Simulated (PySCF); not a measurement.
**Correlation energy of Sr²³⁺ (strontium, charge +23)**

[Ne] 3s2 3p3, high-spin 4S determinant. All numbers are calculated (PySCF 2.14, scalar relativity by spin-free X2C-1e, in an uncontracted even-tempered set (18 s from 2.7 bohr⁻², ratio 2.5; 12 p from 3.5 bohr⁻², ratio 2.5; 5 d from 15 bohr⁻², ratio 2.7; 4 f from 23 bohr⁻², ratio 2.7)). Frozen: 1s2; 13 electrons correlated; the 22 highest virtual orbitals of each spin left out.

| level | correlation energy (mhartree) |
| --- | --- |
| CCSD | -512.63 |
| (T) | -1.66 |
| CCSD(T) | -514.29 |

Diagnostics: T1 = 0.00060, D1 = 0.0019, largest double amplitude 0.030.

Spin-orbit coupling is strong in this species (close to jj coupling), so the high-spin LS determinant is a model state, not a physical level.

Cost of the coupled-cluster step: of the order of 50 core-seconds, for 13 correlated electrons.

At this charge the one-electron X2C treatment keeps the bare 1/r₁₂, with no two-electron picture change or Breit term. The effect here is smaller than on the frozen 1s shell; and a scalar Hamiltonian misses the large spin-orbit splitting of the p shells, which matters for ns² → np² pairs.

Spin-orbit coupling is strong in this species, so the high-spin LS determinant is a model state.
